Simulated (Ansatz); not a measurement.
CH3Cl3NV (`C[N]=[V]([Cl])([Cl])[Cl]`), charge 0, multiplicity 1.

(1) Give a relaxed structure at PBE0-D4/def2-TZVP (Ansatz). (An estimate is asked.)

Results:

(1) The calculation gave: 
Cartesian coordinates in Å:
```
C 0.7525 -0.8885 1.0456
N 0.0748 -0.0880 0.1047
V -0.6883 0.8127 -0.9561
Cl -2.5576 1.3593 -0.0488
Cl -0.9504 -0.4079 -2.7047
Cl 0.5743 2.5120 -1.3229
H 0.9483 -1.8780 0.6199
H 0.1415 -1.0014 1.9470
H 1.7048 -0.4203 1.3153
```
Point group C3v.
This is one stationary point; other conformers may exist.
